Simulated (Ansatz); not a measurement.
```yaml
crystal:
  periodic: [false, false, false]
  atoms:
    - {symbol: F, position_ang: [1.353255, -2.923923, 3.588490]}
    - {symbol: B, position_ang: [1.581248, -2.039893, 0.844519]}
    - {symbol: Si, position_ang: [-0.996508, 1.308041, -0.612483]}
    - {symbol: F, position_ang: [-2.978650, 0.247882, -3.267231]}
    - {symbol: F, position_ang: [0.965469, 3.936018, -1.772078]}
    - {symbol: F, position_ang: [-3.120339, 2.594985, 1.815922]}
    - {symbol: H, position_ang: [3.330165, -3.272488, -0.697455]}
basis:
  gaussian: {orbitals: pcseg-2, nuclear_model: gaussian}
hamiltonian: {xc: {name: PBE-QIDH}}
output: {forces: true}
```

```sh
$ ansatz run in.yaml --threads 4 --pin off --events-out ev --progress --plain --max-ram 10444MiB
```

Shortened log:

```
Functional definition: PBE-QIDH
1179 factors; integrals over basis functions are off by at most 1.4e-3 eV
mean field evaluation 1: about -19359.3815 eV, gradient 9.1e1 eV
mean field evaluation 2: about -19359.3870 eV, gradient 9.1e1 eV
mean field evaluation 4: about -19045.8326 eV, gradient 1.4e2 eV
mean field evaluation 8: about -19364.3925 eV, gradient 7.3e1 eV
mean field evaluation 16: about -19381.4765 eV, gradient 7.3e-1 eV
mean field evaluation 32: about -19381.4737 eV, gradient 2.2e-1 eV
mean field evaluation 128: about -19381.3781 eV, gradient 1.8e-3 eV
mean field -19381.47912777 eV, -712.2562207071 hartree, gradient 5.4e-6 eV, S^2 0.000000; 8 other end points of the search recorded, 0 dependent functions left out; unrestricted orbitals would lower it
10 core orbitals not correlated: weight in the atoms' cores, before any rotation towards them, 1.000 or more for the frozen orbitals, at most 0.000 for the correlated occupied ones
reference -19381.47914873 eV, -712.2562214773 hartree; 18, 18 occupied and 170, 170 virtual orbitals, 1179 factors
second order -51.93260520 eV of doubles, -0.00000000 eV of singles
Total energy: -19398.79001713 eV, -712.8923841573 hartree
Atom 0 at     1.353255    -2.923923     3.588490 Å, force     0.031813     0.374303    -0.993749 eV/Å
Atom 1 at     1.581248    -2.039893     0.844519 Å, force     0.729985    -1.020657     0.588612 eV/Å
Atom 2 at    -0.996508     1.308041    -0.612483 Å, force    -0.688688     0.940229    -0.499717 eV/Å
Atom 3 at    -2.978650     0.247882    -3.267231 Å, force     0.476143     0.266857     0.659051 eV/Å
Atom 4 at     0.965469     3.936018    -1.772078 Å, force    -0.491363    -0.637940     0.292967 eV/Å
Atom 5 at    -3.120339     2.594985     1.815922 Å, force     0.455674    -0.273185    -0.528107 eV/Å
Atom 6 at     3.330165    -3.272488    -0.697455 Å, force    -0.513565     0.350392     0.480942 eV/Å
Dipole moment:    -0.116268     0.458674    -0.814139 e Å
```

(1) What is wrong with this run?

## Answers

(1) The geometry is stretched to more than twice its size. Self-consistency was reached. The result belongs to that input, not to the molecule as meant.
